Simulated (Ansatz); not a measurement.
## The atomisation energy (no zero-point term) down a group: B to In

Gas-phase molecules, one atom swapped for its congeners: CH5BO3 `COB(O)O`; CH5AlO3 `C[O][Al]([OH])[OH]`; CH5GaO3 `C[O][Ga]([OH])[OH]`; CH5InO3 `C[O][In]([OH])[OH]`. All are singlets with charge 0.

Shapes, held fixed at every level: PBE0-D4/def2-TZVP. Programs: Ansatz 0.2.0. Values in eV.

| level | CH5BO3 | CH5AlO3 | CH5GaO3 | CH5InO3 |
| --- | --- | --- | --- | --- |
| HF/def2-TZVPP | 31.96 | 29.20 | 25.91 | 23.69 |
| SPW92/def2-TZVPP | 50.93 | 47.00 | 44.13 | 41.99 |
| PBE-D4/def2-TZVPP | 44.98 | 41.55 | 38.59 | 36.66 |
| r2SCAN-D4/def2-TZVPP | 44.19 | 41.10 | 37.98 | 35.89 |
| PBE0-D4/def2-TZVPP | 43.91 | 40.54 | 37.50 | 35.42 |
| CCSD(T)/def2-SVP | 41.91 | 38.38 | 35.61 | 33.25 |
| CCSD(T)/def2-TZVPP | 42.91 | 40.05 | 37.17 | 34.97 |

At CCSD(T)/def2-TZVPP the atomisation energy falls at every step, from 42.91 to 34.97 eV. Every level shows the same order. For atoms past krypton def2 sets carry core potentials with scalar relativity. Relativity is left out for Ga. Outer-core shells of Ga, In are correlated in most correlated rows, in sets that cover them unevenly. Spin-orbit coupling, which grows down the group, is left out (summed over each molecule's free atoms 0.03, 0.04, 0.10, 0.22 eV). Coupled cluster in double- or triple-zeta sets underbinds by a few per cent against its basis-set limit.
